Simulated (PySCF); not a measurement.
Cl2H2S2Zr, SMILES [SH][Zr]([SH])([Cl])[Cl], multiplicity 1.

Geometry optimised at PBE0-D3(BJ)/def2-SVP. The multiplicity is an assumed one; no other spin state was optimised. The structure was generated by enumeration; whether it is a known compound was not checked. The def2 effective core potentials stand for the cores of Zr; spin–orbit coupling is left out. The values are those of a single conformer.

Two levels are set side by side: PBE/def2-TZVP (PySCF) and PBE0/def2-TZVP (PySCF). Same geometry, gas phase. Differences are taken from unrounded values.

| quantity | PBE0 | PBE | PBE minus PBE0 |
|---|---|---|---|
| orbital gap (eV) | 5.51 | 3.54 | -1.97 |
| highest occupied level (eV) | -8.12 | -6.91 | 1.21 |
| lowest empty level (eV) | -2.61 | -3.37 | -0.76 |
| dipole moment (D) | 0.72 | 0.69 | -0.03 |
| mean polarisability (bohr³) | 107.5 | 111.9 | 4.4 |

PBE's occupied levels lie high since its potential decays too fast outside the molecule; exact exchange lowers them and widens the gap. PBE's more diffuse valence density responds more strongly to a field. Differences between two approximate levels are no errors against the true value.

Rough cost on one machine, each run with all the roots and properties that it gave: PBE0 against PBE within a factor of 2.
